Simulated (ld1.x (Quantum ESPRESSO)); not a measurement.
**carbon (C): one change to a TM potential, before and after**

carbon (C), norm-conserving Troullier–Martins (Kleinman–Bylander form), made with ld1.x (Quantum ESPRESSO) 7.5 (LDA (PZ), scalar-relativistic). Core [He], reference 2s2 2p2. Waves: 2p (bound): rc 1.40 bohr; 3d channel at 0.2 Ry: rc 1.20 bohr; 2s (bound): rc 0.85 bohr. Local part: the s channel. Core correction: none.

All-electron outer shells of the reference configuration (LDA (PZ), scalar-relativistic, ld1.x):

```
shell  level (eV)  outermost node (bohr)  outermost maximum (bohr)
   1s     -270.81                      –                      0.18
   2s      -13.64                   0.38                      1.22
   2p       -5.42                      –                      1.19
```

Change: all radii scaled by about 0.82 (s 0.70, p 1.14, d 0.98 bohr).

Cutoffs: the cutoffs (Ry, on a coarse ladder) from which the occupation-weighted sum of valence levels, in a spherical-Bessel basis at the reference potential, stays within 10 and 1 mRy of its value at 400 Ry; they do not see the model core or the augmentation charge, which bear on the density cutoff. Errors are all-electron minus pseudo energies relative to the spin-unpolarised reference configuration.

Q: Predict the effect on cutoff, ghosts and configuration errors.

A: The potential gets harder (80 Ry and 180 Ry → 160 Ry and 300 Ry); of the 9 tests that both files solve, the error grows in 5 and shrinks in 0 by more than 15 % and 0.3 meV (median size 42.4 → 75.3 meV); neither file shows a bound ghost. A smaller radius makes the pseudo-wave follow the all-electron one further in, where it bends more sharply, so more plane waves are needed. That the errors move this way runs against the usual rule that smaller radii transfer better.

```tsv
quantity	base	changed
cutoff, loose	80 Ry	160 Ry
cutoff, tight	180 Ry	300 Ry
loose cutoff by channel (10 mRy a level)	p 40 Ry, s 60 Ry	p 50 Ry, s 140 Ry
bound ghosts	none	none
error for 2s2 2p1, meV [ΔE 10.99 eV]	+11	+14
error for 2s2 2p0, meV [ΔE 35.25 eV]	+132	+158
error for 2s1 2p0, meV [ΔE 83.22 eV]	+374	+360
error for 2s0 2p4, meV [ΔE 16.52 eV]	+42	+100
error for 2s1 2p3, meV [ΔE 8.24 eV]	+10	+24
error for 2s2 2p2.3, meV [ΔE -1.20 eV]	+0.2	+0.3
error for 2s1 2p2, meV [ΔE 19.48 eV]	+3.9	+14
error for 2s2 2p2 (spin-polarised), meV [ΔE -1.13 eV]	+122	+133
error for 2s2 2p1 (spin-polarised), meV [ΔE 10.59 eV]	+66	+75
```
